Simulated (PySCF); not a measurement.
CH₅F₃Si₂, SMILES F[SiH2]C[SiH](F)F. Atoms are numbered in the order given.

```xyz
11

Si     1.7717    -0.6886    -0.1958
F      2.0746     0.5259     0.8728
C      0.2073    -0.2248    -1.1320
Si    -1.1007     0.5301    -0.0392
F     -2.5739     0.3031    -0.7042
F     -1.1080    -0.2756     1.3818
H      1.5818    -1.9622     0.5690
H      2.9516    -0.7883    -1.1176
H     -0.2142    -1.1385    -1.6059
H      0.4480     0.4903    -1.9475
H     -0.9394     1.9863     0.2300
```

Coordinates come from a PBE-D3(BJ)/def2-SVP optimisation. The structure was generated by enumeration, and PubChem lists no compound with its InChIKey, so it may never have been made. One conformer was computed; it need not be the lowest.

All values below come from TDA-PBE/def2-SVPD run with PySCF.

Vertical excitations. The molecule is in vacuum.

Computed UV-visible absorptions:
| state | energy (eV) | λ (nm) | f | main pairs |
|---|---|---|---|---|
| S1 | 7.00 | 177 | 0.044 | HOMO→LUMO 98 % |
| S2 | 7.32 | 169 | 0.006 | HOMO−1→LUMO 99 % |
| S3 | 7.64 | 162 | 0.014 | HOMO→LUMO+1 90 % |
| S4 | 7.70 | 161 | 0.005 | HOMO−2→LUMO 81 % |
| S5 | 7.84 | 158 | 0.002 | HOMO→LUMO+2 85 % |
| S6 | 7.95 | 156 | 0.005 | HOMO−1→LUMO+1 79 %, HOMO→LUMO+3 18 % |
| S7 | 8.03 | 154 | 0.043 | HOMO→LUMO+3 77 %, HOMO−1→LUMO+1 16 % |
| S8 | 8.12 | 153 | 0.010 | HOMO−1→LUMO+2 93 % |
| S9 | 8.31 | 149 | 0.007 | HOMO−1→LUMO+3 95 % |
| S10 | 8.40 | 148 | 0.029 | HOMO−2→LUMO+1 95 % |
| T1 | 6.64 | 187 | 0 | HOMO→LUMO 99 % |
| T2 | 6.93 | 179 | 0 | HOMO−1→LUMO 98 % |
| T3 | 7.39 | 168 | 0 | HOMO→LUMO+1 98 % |
| T4 | 7.45 | 166 | 0 | HOMO−2→LUMO 79 %, HOMO→LUMO+2 17 % |
Triplets are in the Tamm–Dancoff approximation.
